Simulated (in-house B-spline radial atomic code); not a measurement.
Configurations of As⁺, with energies counted from [Ar] 3d10 4s2 4p2. All numbers are computed (non-relativistic BLYP, spin-polarised, spherical fractional occupations; point nucleus) with a B-spline radial code for spherical atoms, not measured. Shells without spins written out take the highest spin.

Occupations are held fixed; configurations that lie above the ionisation limit could autoionise.

```
                                  configuration  E - E(ref) (eV)  highest orbital  its <r> (bohr)
                 [Ar] 3d10 4s2 4p(1 up, 1 down)          0.76767            4p up           2.326
[Ar] 3d10 4s2 4p(0 up, 1 down) 5s(0 up, 1 down)           9.5289          5s down           4.793
                          [Ar] 3d10 4s1 4p2 5f1           24.353            5f up           13.98
                               [Ar] 3d9 4s2 4p3           41.339            4p up           2.141
                           [Ar] 3d9 4s2 4p2 5s1           52.825            5s up           4.597
                           [Ar] 3d9 4s2 4p2 5p1           55.057            5p up           5.559
                  [Ne] 3s2 3p5 3d10 4s2 4p2 4f1            149.5            4f up            8.38
```

(1) Order these further configurations by energy, lowest first.
A. [Ar] 3d(4 up, 5 down) 4s2 4p(2 up, 0 down) 5s(1 up, 0 down)
B. [Ne] 3s2 3p5 3d10 4s2 4p2 5f1
C. [Ar] 3d10 4s(1 up, 0 down) 4p(1 up, 1 down) 5s(0 up, 1 down)
D. [Ar] 3d10 4s2 4p1 4d1
E. [Ar] 3d(4 up, 5 down) 4s2 4p(3 up, 0 down)

(2) How far above the reference does [Ar] 3d9 4s2 4p2 5f1 lie?

(3) How far above the reference does [Ar] 3d10 4s1 4p3 lie?

## Answers

(1) D (10.818 eV), C (19.712 eV), E (41.678 eV), A (53.114 eV), B (150.55 eV).

(2) 59.612 eV; its least bound orbital is 5f up with <r> = 13.94 bohr.

(3) 7.3468 eV; its least bound orbital is 4p up with <r> = 2.243 bohr.
